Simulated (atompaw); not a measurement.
**LDA (PW92) PAW (atompaw) dataset for Co (Z = 27), scalar-relativistic all-electron reference.**

atompaw 4.2.0.5 was run on this input:

```
Co 27
LDA-PW scalarrelativistic loggrid 1500 logderivrange -2 5 176
4 4 3 0 0 0
4 0 1
4 1 0
3 2 8
0 0 0
c
c
c
v
c
c
v
v
2
3.00 2.35 2.15 2.15
y
4.05
n
y
2.15
n
y
0.35
n
custom polynom gramschmidtortho sinc
bessel
2.30
2.30
3.00
3.00
1.50
1.50
PWSCFOUT
UPFDX 0.0125d0 UPFXMIN -7.d0 UPFZMESH 27.d0
END
```

Command:

```bash
atompaw < Co.input > Co.log
```

Resulting log (summary file):

```
Completed calculations for Co (AE)

 Exchange-correlation type: LDA, Perdew-Wang correlation

 Radial integration grid is logarithmic
 r0 =   3.0804019E-04 h =   8.3170852E-03   n =      1500 rmax =   8.0000000E+01

 Scalar relativistic calculation

 AEatom converged in  37 iterations
   nz     =  27.00
   delta  =       3.291623786168E-16

 All Electron Orbital energies:
  n  l      occupancy      energy
  1  0      2.0000000E+00 -5.5653202E+02
  2  0      2.0000000E+00 -6.5544392E+01
  3  0      2.0000000E+00 -7.1365432E+00
  4  0      1.0000000E+00 -3.3816938E-01
  2  1      6.0000000E+00 -5.6167358E+01
  3  1      6.0000000E+00 -4.4737620E+00
  4  1      0.0000000E+00 -6.6252226E-02
  3  2      8.0000000E+00 -3.3065228E-01

 Total energy
   Total                    :    -2781.64685712381242

 ---
 Completed calculations for Co (SC)

 Exchange-correlation type: LDA, Perdew-Wang correlation

 Radial integration grid is logarithmic
 r0 =   3.0804019E-04 h =   8.3170852E-03   n =      1500 rmax =   8.0000000E+01

 Scalar relativistic calculation

 SCatom converged in   6 iterations
   nz     =  27.00
   delta  =       5.551414272568E-15

 Valence Electron Orbital energies:
  n  l      occupancy      energy
   4  0      1.0000000E+00 -3.3816937E-01
   4  1      0.0000000E+00 -6.6252228E-02
   3  2      8.0000000E+00 -3.3065229E-01

 Total energy
   Total                    :    -2781.64685714155303
   Valence                  :     -156.95995078683853

 PAW parameters:
       lmax =            2
         rc =    3.0192150511657183
        irc =         1106
   rc_shape =    2.3524454614270587
    rc_vloc =    2.1646814189882306
    rc_core =    2.1646814189882306
   Vloc: truncated form - Vps(r)=A.sin(qr)/r for r<rc
   Projector type: polynomial pseudization + Gram-Schmidt ortho.
   Sinc^2 compensation charge shape zeroed at   2.3524E+00

 Number of basis functions     6
 No.   n  nodes  l      Energy         Cp coeff         Occ
  1    4    3    0   -0.3381694E+00  0.1000000E+01  0.1000000E+01
  2  999    4    0    0.4050000E+01  0.1297665E-01  0.0000000E+00
  3    4    2    1   -0.6625223E-01  0.1000000E+01  0.0000000E+00
  4  999    3    1    0.2150000E+01  0.8994661E-01  0.0000000E+00
  5    3    0    2   -0.3306523E+00  0.1000000E+01  0.8000000E+01
  6  999    1    2    0.3500000E+00  0.1579450E-01  0.0000000E+00

 Eigenvalues of overlap operator (in the basis of projectors):
    1        5.25102446E-03
    2        8.10677905E-02
    3        5.90086411E-01
    4        2.74825936E+00
    5        8.51207424E+00
    6        1.50314070E+01

 Orbital leakage outside PAW augmentation regions
   orb  is_core?  %out_of_sphere
   1 0    T          -0.00
   2 0    T           0.00
   3 0    T           0.00
   4 0    F          44.65
   2 1    T          -0.00
   3 1    T           0.01
   4 1    F          79.45
   3 2    F           3.37

 Summary of PAW energies
   Total valence energy     :   -156.95995183783248
   Smooth energy            :     28.58411864581433
   One center               :   -185.54407048364681
   Smooth kinetic           :     28.45293460691019
   Vloc energy              :      3.33275388309670
   Smooth exch-corr         :     -4.96310973709388
   One-center xc            :   -109.25963127255724
```

The run took about 7 s on one core of a shared server CPU.
